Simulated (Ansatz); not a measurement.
Saddle point of BPH₅Br, singlet (BH₂Br ([BH2][Br]) + PH₃ → BPH₄ ([BH2][PH2]) + HBr; bonds formed: Br2–H5; bonds broken: B1–Br2, H5–P6), PBE0-D4/def2-TZVP structure:

```xyz
8
angstrom
B -0.7245 -0.0927 -0.5501
Br 1.2871 -0.9119 -1.5808
H -1.3319 -1.1135 -0.5062
H -0.9671 0.7906 -1.3076
H 0.7661 -0.2355 -0.2109
P -0.2804 0.5711 1.2293
H 0.8096 1.4573 1.0584
H 0.4412 -0.4653 1.8677
```

Energies are electronic, without zero-point energy. Barriers and step energies count from the start structure reached by relaxing down the imaginary mode; all methods use the PBE0-D4 structures, on which another method's saddle can fall below an end. Program: Ansatz 0.2.0. Basis: def2-TZVPP, with def2-QZVPP for the basis limit. Cores are frozen in the correlated methods. Filled d shells of the heavier atoms are correlated. The def2 sets are not built for correlating such inner shells, so the correlated values are less sure here. B3LYP uses VWN-RPA correlation. Extrapolation: Hartree–Fock as exp(−7.88 √X), correlation as X^−2.97.

```
      method  barrier (kJ/mol)  step energy (kJ/mol)
       SPW92             132.5                 151.0
      PBE-D4             137.5                 133.7
     BLYP-D4             142.5                 117.2
   r2SCAN-D4             149.7                 135.0
      B97M-V             150.2                 117.3
     PBE0-D4             157.8                 141.5
    B3LYP-D4             159.1                 125.2
  r2SCAN0-D4             164.7                 141.9
    BHLYP-D4             183.6                 133.2
CAM-B3LYP-D4             172.6                 130.2
     wB97X-V             178.1                 137.4
     wB97M-V                 ?                 132.0
      B2PLYP             165.5                 127.6
    PBE-QIDH             173.4                 146.9
  RPA on PBE                 ?                 121.9
          HF                 ?                 117.7
         MP2             171.0                 142.6
        CCSD             177.4                 126.7
     CCSD(T)             167.9                 128.1
```

**Question.** Fill in the withheld barriers. (An estimate is asked for; the value comes from the calculation.)

**Answer.** The calculation gives: wB97M-V 168.5; RPA on PBE 161.3; HF 216.6 kJ/mol. Each is the energy of the saddle less that of the start structure, by the same method.

For comparison, the barrier by CCSD(T) at an estimated basis limit (MP2 extrapolated from triple and quadruple zeta, plus CCSD(T) − MP2 in triple zeta) is 169.2 kJ/mol.

The T1 diagnostic stays at or below 0.013.

Labels in which every atom is bracketed show which atoms are joined, not bond orders.

For scale, one of the runs: CCSD(T)/def2-TZVPP, 191 basis functions (an equivalent command: `ansatz run in.yaml --threads 4`). Time: 46 s of wall clock on 4 CPU threads; the host was shared. Peak host memory: 2 GiB.
